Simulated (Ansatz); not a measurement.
Input for Ansatz (an electronic-structure program): U-PBE0/def2-TZVPP on CuF, 2S+1 = 3, a spin state set in the input, which need not be the lowest.

Ansatz 0.2 input:
```yaml
crystal:
  periodic: [false, false, false]
  atoms:
    - {symbol: Cu, position_ang: [0.00000000, 0.00000000, 0.00000000]}
    - {symbol: F, position_ang: [0.00000000, 0.00000000, 1.79600000]}
basis:
  gaussian:
    orbitals: def2-TZVPP
hamiltonian:
  xc: {name: PBE0}
magnetization: {spin_polarized: true, initial_magnetization: 2}
relax: {f_tol: 0.002, max_steps: 120}
```

The log:

```
WARN ansatz: RAYON_NUM_THREADS=2 ignored (pool sized by the plan → 2); use --threads N
Functional definition: PBE0
integrals: 0.03 GiB planned
759 factors; their error is unknown
mean field: 0.38 GiB planned
mean field evaluation 1: about -47345.5003 eV, gradient 2.7e1 eV
mean field evaluation 2: about -47314.2799 eV, gradient 9.5e1 eV
mean field evaluation 4: about -47347.6520 eV, gradient 6.1e0 eV
mean field evaluation 8: about -47347.8490 eV, gradient 9.8e-2 eV
mean field evaluation 16: about -47347.8491 eV, gradient 2.1e-4 eV
mean field evaluation 32: about -47347.8491 eV, gradient 8.4e-6 eV
mean field -47347.84909402 eV, -1740.0013606803 hartree, gradient 8.4e-6 eV, S^2 2.002296; 2 other end points of the search recorded, 0 dependent functions left out
the calculation of the forces begins
reference -47347.84912991 eV, -1740.0013619993 hartree; 20, 18 occupied and 75, 77 virtual orbitals, 759 factors
relax step   1: F+E_penalty+E_count = -47347.84909402 eV  Δ(F+E_penalty+E_count) = +0.000e0 eV  max|allowed force component| = 9.654e-1 eV/Å  Δτ_max = 0.0000 Å  (84 SCF iters, accepted)
these checks for a lower state are left out or cut short: starts, cluster_reference, orbital_swaps, neighbouring_geometries, increment
integrals: 0.03 GiB planned
759 factors; their error is unknown
mean field: 0.38 GiB planned
mean field -47347.86611436 eV, -1740.0019861663 hartree, gradient 4.8e-6 eV, S^2 2.002225; 0 other end points of the search recorded, 0 dependent functions left out
the calculation of the forces begins
reference -47347.86615027 eV, -1740.0019874861 hartree; 20, 18 occupied and 75, 77 virtual orbitals, 759 factors
relax step   2: F+E_penalty+E_count = -47347.86611436 eV  Δ(F+E_penalty+E_count) = -1.702e-2 eV  max|allowed force component| = 5.871e-1 eV/Å  Δτ_max = 0.0109 Å  (57 SCF iters, accepted)
these checks for a lower state are left out or cut short: starts, cluster_reference, orbital_swaps, neighbouring_geometries, increment
integrals: 0.03 GiB planned
759 factors; their error is unknown
mean field: 0.38 GiB planned
mean field -47347.87471020 eV, -1740.0023020579 hartree, gradient 5.6e-6 eV, S^2 2.002146; 0 other end points of the search recorded, 0 dependent functions left out
the calculation of the forces begins
reference -47347.87474616 eV, -1740.0023033794 hartree; 20, 18 occupied and 75, 77 virtual orbitals, 759 factors
relax step   3: F+E_penalty+E_count = -47347.87471020 eV  Δ(F+E_penalty+E_count) = -8.596e-3 eV  max|allowed force component| = 7.957e-2 eV/Å  Δτ_max = 0.0162 Å  (57 SCF iters, accepted)
these checks for a lower state are left out or cut short: starts, cluster_reference, orbital_swaps, neighbouring_geometries, increment
integrals: 0.03 GiB planned
759 factors; their error is unknown
mean field: 0.38 GiB planned
mean field evaluation 64: about -47347.8749 eV, gradient 2.8e-5 eV
mean field -47347.87485123 eV, -1740.0023072403 hartree, gradient 5.4e-6 eV, S^2 2.002154; 0 other end points of the search recorded, 0 dependent functions left out
the calculation of the forces begins
reference -47347.87488718 eV, -1740.0023085616 hartree; 20, 18 occupied and 75, 77 virtual orbitals, 759 factors
relax step   4: F+E_penalty+E_count = -47347.87485123 eV  Δ(F+E_penalty+E_count) = -1.410e-4 eV  max|allowed force component| = 7.618e-4 eV/Å  Δτ_max = 0.0018 Å  (57 SCF iters, accepted)
integrals: 0.03 GiB planned
759 factors; their error is unknown
mean field: 0.38 GiB planned
mean field evaluation 96: about -47347.8749 eV, gradient 5.7e-6 eV
mean field -47347.87485123 eV, -1740.0023072403 hartree, gradient 5.4e-6 eV, S^2 2.002154; 3 other end points of the search recorded, 0 dependent functions left out
the calculation of the forces begins
reference -47347.87488718 eV, -1740.0023085616 hartree; 20, 18 occupied and 75, 77 virtual orbitals, 759 factors
Total energy: -47347.87488718 eV, -1740.0023085616 hartree
Atom 0 at     0.000000    -0.000000     0.025343 Å, force    -0.000000     0.000000     0.000762 eV/Å
Atom 1 at    -0.000000     0.000000     1.770657 Å, force     0.000000    -0.000000    -0.000762 eV/Å
Dipole moment:     0.000000     0.000000    -0.467609 e Å
```

The run converged.

Cost: about 30 core-seconds (a rough figure).
